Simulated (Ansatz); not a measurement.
Reaction (substitution at a C–Si bond): `NC([SiH3])[SiH2]Cl` + CH₃OH → `COC(N)[SiH3]` + `[SiH3]Cl`

Isolated molecules relaxed with PBE0-D4/def2-TZVP in Ansatz; ΔE leaves out vibrations. CCSD(T)/CBS adds triple-zeta CCSD(T) − MP2 to the extrapolated MP2 energy (def2 sets, frozen cores). This one scheme is used for every species. DFT in def2-TZVPP. One conformer a species, not always the lowest.

```csv
level,ΔE (kcal/mol)
ωB97M-V,13.8
PBE0,13.3
```

Q: What does CCSD(T)/CBS give? (Best estimate.)

A: Computed: +14.6 kcal/mol. The listed levels differ from it by -0.8, -1.3 kcal/mol.

Largest T1 diagnostic among the species: 0.012.

The D4 term adds +2.0 kcal/mol with B3LYP and +1.1 kcal/mol with PBE0; it sums over pairs of atoms, weighted by their polarisabilities, and B3LYP, whose exchange is more repulsive, gets the larger term. In def2-TZVPP, CCSD(T) changes the Hartree–Fock value by +3.3 kcal/mol (the triples alone add +0.2 kcal/mol) and MP2 by +5.0 kcal/mol. From PBE to PBE0 (25 % exact exchange), in def2-TZVPP and without D4, ΔE moves by +0.8 kcal/mol.

B3LYP here is the variant with VWN-RPA as its local correlation; programs differ in this.
